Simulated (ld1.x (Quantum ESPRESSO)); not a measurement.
**silicon TM: all-electron and pseudo phase curves**

- Element: silicon (Si)
- Generator: ld1.x (Quantum ESPRESSO) 7.5
- Type: norm-conserving Troullier–Martins (Kleinman–Bylander form)
- Functional: LDA (PZ)
- Relativity: scalar-relativistic
- Frozen core: [Ne]
- Valence charge: 4
- Reference configuration: 3s2 3p2
- Partial waves: 3p (bound): rc 1.65 bohr; 3s (bound): rc 1.90 bohr
- Local potential: the s channel
- Core correction: Bessel-smoothed model core, default radius (core density twice the valence density)

The phase is arctan(r·u′/u) with u = r·R(r), unwrapped; energies in Ry, scanned from -3 to 5 Ry. A pole is an energy at which the radial function vanishes at the test radius. The pseudo phase is shifted by a multiple of π to meet the all-electron one at the reference energy, and phase errors are pseudo minus all-electron; the curves can meet again beyond the range given. Levels narrower than the energy grid can be missing from the lists of poles.

**Question.** For each channel, where are the poles, and over which energies does the pseudopotential scatter like the atom?

**Answer.**

```csv
channel,radius (bohr),reference energy (Ry),"poles, all-electron","poles, pseudo",unbroken range about the reference energy with phases within 0.05 rad,phase error 1 Ry above the reference energy (rad)
s,2.05,-0.80,1.79,1.65,below 3.4,-0.005
p,2.05,-0.31,2.73,2.43,below 3.2,-0.012
```

Phases in the p channel:

| E (Ry) | all-electron | pseudo |
| --- | --- | --- |
| -3.00 | 1.236 | 1.232 |
| -2.76 | 1.216 | 1.212 |
| -2.52 | 1.193 | 1.189 |
| -2.28 | 1.165 | 1.161 |
| -2.04 | 1.132 | 1.127 |
| -1.80 | 1.089 | 1.085 |
| -1.56 | 1.036 | 1.031 |
| -1.32 | 0.964 | 0.960 |
| -1.08 | 0.866 | 0.863 |
| -0.84 | 0.726 | 0.724 |
| -0.60 | 0.519 | 0.518 |
| -0.36 | 0.217 | 0.217 |
| -0.12 | -0.171 | -0.172 |
| 0.12 | -0.556 | -0.560 |
| 0.36 | -0.851 | -0.859 |
| 0.60 | -1.052 | -1.063 |
| 0.84 | -1.189 | -1.203 |
| 1.08 | -1.286 | -1.302 |
| 1.32 | -1.358 | -1.375 |
| 1.56 | -1.413 | -1.432 |
| 1.80 | -1.456 | -1.479 |
| 2.04 | -1.493 | -1.518 |
| 2.28 | -1.523 | -1.552 |
| 2.52 | -1.550 | -1.582 |
| 2.76 | -1.574 | -1.611 |
| 3.00 | -1.595 | -1.639 |
| 3.24 | -1.616 | -1.666 |
| 3.48 | -1.635 | -1.695 |
| 3.72 | -1.654 | -1.726 |
| 3.96 | -1.673 | -1.760 |
| 4.20 | -1.692 | -1.800 |
| 4.44 | -1.712 | -1.848 |
| 4.68 | -1.732 | -1.911 |
| 4.92 | -1.755 | -1.995 |
